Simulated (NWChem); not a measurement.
Species: CH₆Ti; SMILES [CH3][TiH3]

```xyz
8

Ti     0.0000     0.0000    -0.5076
C      0.0000     0.0000     1.5091
H     -0.3053     0.9940     1.8677
H      1.0135    -0.2326     1.8678
H     -0.7082    -0.7614     1.8676
H     -0.4722     1.5457    -1.0579
H      1.5748    -0.3639    -1.0579
H     -1.1025    -1.1819    -1.0578
```
Atoms are numbered in this order, from 1.

Level: B3LYP/6-31G* (spherical d) (NWChem), optimised geometry, unscaled harmonic frequencies. 

```tsv
frequency (cm⁻¹)	IR intensity (km/mol)
97	0.0
320	10.0
320	9.9
500	62.6
500	62.5
506	9.6
602	55.9
602	55.9
627	273.0
1173	4.0
1434	12.9
1434	12.9
1705	405.2
1705	405.2
1742	148.4
3006	2.6
3102	1.7
3102	1.7
```

| Item | Result |
|---|---|
| zero-point energy | 32.1 kcal/mol |
| thermal correction to the enthalpy at 298.15 K (with zero-point energy) | 36.2 kcal/mol |
| heat capacity Cv | 18.5 cal/(mol K) |
| entropy at 298.15 K and 1 atm (symmetry number 3) | 67.7 cal/(mol K) |
| dipole moment | 1.54 D |

Rigid rotor and harmonic oscillator; modes under 100 cm⁻¹ make the entropy uncertain.
